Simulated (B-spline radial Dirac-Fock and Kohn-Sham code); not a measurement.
# Tm⁺: non-radiative channels of the M5 vacancy

System: Tm⁺, configuration [Xe] 4f13 6s1.

These are calculated numbers from a radial B-spline solver; the model is a relativistic independent-particle model: LDA orbitals of the hole state, radiative multipoles to third order, Auger rates from the Coulomb interaction with a continuum orbital, Dirac-Fock energies. Kinetic energies are configuration averages from the vacuum level; the two-hole energies are estimated from single-hole states.

```csv
transition,kinetic energy (eV),width (meV),share (%)
M5-N1N5,782.6,80.8,5.8
M5-N2N5,871.0,80.9,5.8
M5-N3N5,919.9,127,9.2
M5-N4N5,1064.7,170,12.2
M5-N5N5,1073.6,192,13.9
M5-N4N7,1245.0,56.9,4.1
M5-N5N6,1252.1,95.4,6.9
M5-N5N7,1254.3,147,10.6
M5-N6N7,1431.5,162,11.7
M5-N7N7,1432.9,110,8.0
```

The listed channels hold 88 % of the non-radiative rate. Summed by principal shells, of 1.39 eV in all: MNN 96.2 %, MNO 3.7 %.
